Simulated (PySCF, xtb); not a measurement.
C₇H₁₅BSi, SMILES CB(C#C[Si](C)(C)C)C.

GFN2-xTB run with xtb at its own geometry gives an orbital gap of 3.46 eV and a dipole moment of 0.14 D.

Coordinates come from a B3LYP-D3(BJ)/def2-SVP optimisation. This is a generated structure with no PubChem entry under its InChIKey; it may be hypothetical.

Problem. What does PBE/def2-SVP in PySCF give? (The exact figures need the calculation; the answer reports its results.)

Solution. gap 3.79 eV (levels -6.04 and -2.25 eV), dipole 0.63 D.
